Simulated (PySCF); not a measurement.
O₃S, SMILES O=S(=O)=O. Geometry optimised at B3LYP-D3(BJ)/def2-TZVP.

Task: Give the equilibrium geometry at B3LYP-D3(BJ)/def2-TZVP (PySCF confirms it by a frequency run) as Cartesian coordinates in Å, and its point group. (An estimate is asked for; the answer gives what the named calculation found.)

Result: point group D3h.
```xyz
4

O      1.4266     0.0000     0.0000
S      0.0000     0.0000     0.0000
O     -0.7133    -1.2355     0.0000
O     -0.7133     1.2355     0.0000
```
